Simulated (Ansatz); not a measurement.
Geometry optimisation of C2H6BF2N (`CN(C)B(F)F`).

```yaml
crystal:
  periodic: [false, false, false]
  atoms:
    - {symbol: C, position_ang: [-0.667825, -0.883870, -0.812380]}
    - {symbol: N, position_ang: [-0.040647, 0.140923, 0.000967]}
    - {symbol: C, position_ang: [1.083691, -0.298246, 0.806255]}
    - {symbol: B, position_ang: [-0.500007, 1.471730, 0.016885]}
    - {symbol: F, position_ang: [0.093688, 2.406880, 0.778655]}
    - {symbol: F, position_ang: [-1.549577, 1.857890, -0.729154]}
    - {symbol: H, position_ang: [0.064831, -1.348026, -1.511271]}
    - {symbol: H, position_ang: [-1.487877, -0.444435, -1.409075]}
    - {symbol: H, position_ang: [-1.090870, -1.701035, -0.183934]}
    - {symbol: H, position_ang: [1.490620, 0.552645, 1.382307]}
    - {symbol: H, position_ang: [1.898857, -0.714172, 0.170923]}
    - {symbol: H, position_ang: [0.782116, -1.095384, 1.523722]}
basis:
  gaussian: {orbitals: def2-TZVP}
hamiltonian: {xc: pbe0, dispersion: d4}
relax: {f_tol: 0.005, max_steps: 150}
```

```sh
$ ansatz run in.yaml --threads 4 --pin off --events-out ev --progress --plain --max-ram 10444MiB
```

Shortened log:

```
Functional definition: PBE0
mean field -9769.84394512 eV, -359.0351427452 hartree, gradient 1.9e-5 eV, S^2 0.000000; 0 other end points of the search recorded, 0 dependent functions left out
relax step   1: F+E_penalty+E_count = -9770.02500090 eV  Δ(F+E_penalty+E_count) = +0.000e0 eV  max|allowed force component| = 4.467e-1 eV/Å  Δτ_max = 0.0000 Å  (27 SCF iters, accepted)
mean field -9769.88580343 eV, -359.0366810097 hartree, gradient 5.5e-6 eV, S^2 0.000000; 0 other end points of the search recorded, 0 dependent functions left out
relax step   2: F+E_penalty+E_count = -9770.06753676 eV  Δ(F+E_penalty+E_count) = -4.254e-2 eV  max|allowed force component| = 1.634e-1 eV/Å  Δτ_max = 0.0250 Å  (33 SCF iters, accepted)
mean field -9769.88979993 eV, -359.0368278783 hartree, gradient 5.5e-6 eV, S^2 0.000000; 0 other end points of the search recorded, 0 dependent functions left out
relax step   3: F+E_penalty+E_count = -9770.07180032 eV  Δ(F+E_penalty+E_count) = -4.264e-3 eV  max|allowed force component| = 3.584e-2 eV/Å  Δτ_max = 0.0124 Å  (33 SCF iters, accepted)
mean field -9769.89002308 eV, -359.0368360789 hartree, gradient 5.5e-6 eV, S^2 0.000000; 0 other end points of the search recorded, 0 dependent functions left out
relax step   4: F+E_penalty+E_count = -9770.07201091 eV  Δ(F+E_penalty+E_count) = -2.106e-4 eV  max|allowed force component| = 1.296e-2 eV/Å  Δτ_max = 0.0124 Å  (32 SCF iters, accepted)
mean field -9769.89002693 eV, -359.0368362203 hartree, gradient 5.5e-6 eV, S^2 0.000000; 0 other end points of the search recorded, 0 dependent functions left out
relax step   5: F+E_penalty+E_count = -9770.07201596 eV  Δ(F+E_penalty+E_count) = -5.047e-6 eV  max|allowed force component| = 9.971e-3 eV/Å  Δτ_max = 0.0040 Å  (33 SCF iters, accepted)
mean field -9769.89004488 eV, -359.0368368801 hartree, gradient 5.5e-6 eV, S^2 0.000000; 0 other end points of the search recorded, 0 dependent functions left out
relax step   6: F+E_penalty+E_count = -9770.07202964 eV  Δ(F+E_penalty+E_count) = -1.368e-5 eV  max|allowed force component| = 5.274e-3 eV/Å  Δτ_max = 0.0041 Å  (33 SCF iters, accepted)
mean field -9769.89004533 eV, -359.0368368965 hartree, gradient 5.5e-6 eV, S^2 0.000000; 0 other end points of the search recorded, 0 dependent functions left out
relax step   7: F+E_penalty+E_count = -9770.07203271 eV  Δ(F+E_penalty+E_count) = -3.075e-6 eV  max|allowed force component| = 6.807e-4 eV/Å  Δτ_max = 0.0011 Å  (34 SCF iters, accepted)
mean field -9769.89004533 eV, -359.0368368965 hartree, gradient 5.5e-6 eV, S^2 0.000000; 1 other end points of the search recorded, 0 dependent functions left out
Total energy: -9770.07206664 eV, -359.0435260564 hartree
Atom 0 at    -0.660004    -0.879709    -0.803097 Å, force     0.000681    -0.000034     0.000276 eV/Å
Atom 1 at    -0.045030     0.146605     0.003790 Å, force     0.000125    -0.000075    -0.000069 eV/Å
Atom 2 at     1.070789    -0.301012     0.802017 Å, force    -0.000331    -0.000367    -0.000562 eV/Å
Atom 3 at    -0.492855     1.465015     0.011348 Å, force     0.000173     0.000010    -0.000236 eV/Å
Atom 4 at     0.091503     2.396705     0.765269 Å, force    -0.000058     0.000245     0.000220 eV/Å
Atom 5 at    -1.526357     1.855763    -0.735050 Å, force    -0.000249     0.000189    -0.000020 eV/Å
Atom 6 at     0.063966    -1.310434    -1.504348 Å, force    -0.000436    -0.000062    -0.000002 eV/Å
Atom 7 at    -1.489036    -0.464805    -1.373582 Å, force    -0.000189    -0.000076    -0.000013 eV/Å
Atom 8 at    -1.042042    -1.692876    -0.175232 Å, force     0.000160     0.000054    -0.000113 eV/Å
Atom 9 at     1.478086     0.527258     1.379051 Å, force     0.000134     0.000025     0.000095 eV/Å
Atom 10 at     1.866447    -0.707259     0.166948 Å, force    -0.000096     0.000080     0.000479 eV/Å
Atom 11 at     0.761533    -1.090351     1.496786 Å, force     0.000086     0.000011    -0.000055 eV/Å
Dipole moment:     0.179499    -0.528361    -0.003060 e Å
```

It took 30 s on 4 threads of an Arm Neoverse V1 on a shared host, with 0.58 GiB of host memory at the peak.
